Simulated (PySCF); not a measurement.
C4H7FO, SMILES C[C@@]1(F)CCO1.

Coordinates come from a r2SCAN-D4/def2-SVP optimisation. The structure was generated by enumeration; whether it is a known compound was not checked.

Calculation: B3LYP/def2-TZVP in PySCF.

Gas-phase values at a fixed geometry.

Computed frontier levels, gap, dipole moment and polarisability:
The highest occupied level is -7.83 eV and the lowest empty level comes out as 0.88 eV. The orbital gap is 8.71 eV and the dipole moment is 2.59 D. The quadrupole, principal values (traceless, Buckingham form, about the centre of nuclear charge) is -3.45, -1.98, 5.43 D·Å, the mean static polarisability is 50.7 bohr³ (7.52 Å³) and the polarisability, principal values is 46.9, 47.6, 57.7 bohr³.
